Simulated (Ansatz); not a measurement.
Relaxation of CH₇NSi₂ (11 atoms, charge 0, multiplicity 1), to a largest force component of 0.015 eV/Å in at most 40 steps.

Computed with RKS r2SCAN/def2-SVP in Ansatz 0.2.0.

```xyz
11
Properties=species:S:1:pos:R:3
N -1.345 1.167 -0.685
Si 0.194 0.656 -0.578
C 0.221 -0.390 0.898
Si 0.798 -1.530 -0.421
H -1.410 2.123 -1.154
H -1.780 1.366 0.233
H 1.170 1.777 -0.360
H -0.650 -0.591 1.394
H 1.036 -0.136 1.669
H 2.159 -1.929 -0.326
H -0.327 -2.570 -0.649
```

Where does it end, and by what steps?

It converged. The force dipped under the threshold on the way, but the program's further checks kept it going. After 13 steps the energy has fallen by 1.136 eV; H5 moved furthest, 0.89 Å.

```json
{"step": "0", "energy less start (eV)": "0.0000", "largest force component (eV/Å)": "4.302", "accepted": "yes"}
{"step": "1", "energy less start (eV)": "-0.8850", "largest force component (eV/Å)": "2.043", "accepted": "yes"}
{"step": "2", "energy less start (eV)": "-0.9925", "largest force component (eV/Å)": "0.846", "accepted": "yes"}
{"step": "3", "energy less start (eV)": "-1.0547", "largest force component (eV/Å)": "0.547", "accepted": "yes"}
{"step": "4", "energy less start (eV)": "-1.1153", "largest force component (eV/Å)": "0.308", "accepted": "yes"}
{"step": "5", "energy less start (eV)": "-1.1251", "largest force component (eV/Å)": "0.049", "accepted": "yes"}
{"step": "6", "energy less start (eV)": "-1.1332", "largest force component (eV/Å)": "0.058", "accepted": "yes"}
{"step": "7", "energy less start (eV)": "-1.0207", "largest force component (eV/Å)": "1.410", "accepted": "no"}
{"step": "8", "energy less start (eV)": "-1.1329", "largest force component (eV/Å)": "0.409", "accepted": "no"}
{"step": "9", "energy less start (eV)": "-1.1351", "largest force component (eV/Å)": "0.029", "accepted": "yes"}
{"step": "10", "energy less start (eV)": "-1.1360", "largest force component (eV/Å)": "0.015", "accepted": "yes"}
{"step": "11", "energy less start (eV)": "-1.1356", "largest force component (eV/Å)": "0.049", "accepted": "no"}
{"step": "12", "energy less start (eV)": "-1.1362", "largest force component (eV/Å)": "0.011", "accepted": "yes"}
{"step": "13", "energy less start (eV)": "-1.1362", "largest force component (eV/Å)": "0.011", "accepted": "yes"}
```

```xyz
11
Properties=species:S:1:pos:R:3
N -1.394 1.299 -0.619
Si 0.212 0.776 -0.247
C 0.346 -0.475 1.172
Si 0.713 -1.418 -0.458
H -1.670 1.394 -1.591
H -1.835 2.019 -0.051
H 1.312 1.789 -0.253
H -0.592 -0.749 1.676
H 1.171 -0.367 1.891
H 2.111 -1.904 -0.633
H -0.309 -2.422 -0.865
```

Time of the run: 78 s on 2 threads of Arm Neoverse N1, with other jobs on the host, peak memory 0.16 GiB.
